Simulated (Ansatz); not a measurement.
`[F][Al]([F])[Br]` + HI → `[F][Al]([F])[I]` + HBr  (ligand exchange at the Al–Br bond)

Program: Ansatz. Geometries: PBE0-D4/def2-TZVP. ΔE: electronic, gas phase. CCSD(T)/CBS is the MP2 limit (def2-TZVPP, def2-QZVPP) plus CCSD(T) − MP2 in def2-TZVPP, frozen cores. DFT in def2-TZVPP. HSE06 is defined as in plane-wave codes. Elements past krypton have def2 core potentials. For Br, I outer-core shells are correlated without core-valence functions, which leaves a few kJ/mol of doubt a bond. Scalar relativity is left out up to krypton.

```tsv
species	HSE06-D4 energy (Eh)
`[F][Al]([F])[Br]`	-3015.98450
HI	-298.31659
`[F][Al]([F])[I]`	-739.83512
HBr	-2574.46326
```

Problem. Work out ΔE.

Solution. ΔE = (-739.83512) + (-2574.46326) − (-3015.98450) − (-298.31659) = 0.00271 Eh = +0.07 eV. CCSD(T)/CBS gives +0.08 eV.

Largest T1 diagnostic among the species: 0.011.

At CCSD(T), def2-SVP lies +0.03 eV from the extrapolated value and def2-TZVPP +0.03 eV. Leaving LDA and LC-ωPBE aside and taking each functional with its dispersion term where it has one, the values, not all of them listed here, spread over 0.07 eV, from PBE-D4 to B97M-V.
